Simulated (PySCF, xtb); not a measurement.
CH₂FNO₂Si, SMILES O(C#N)[Si@H](F)O.

GFN2-xTB in xtb 6.7.1 at its own geometry gives an orbital gap of 6.43 eV and a dipole moment of 4.40 D.

Coordinates come from a B3LYP-D3(BJ)/def2-SVP optimisation. The structure was generated by enumeration; whether it is a known compound was not checked. The values are those of a single conformer.

Problem. What does B3LYP/def2-TZVP (PySCF) give? (An estimate is asked for; the answer gives what the named calculation found.)

Solution. gap 8.24 eV (levels -8.70 and -0.46 eV), dipole 4.59 D.
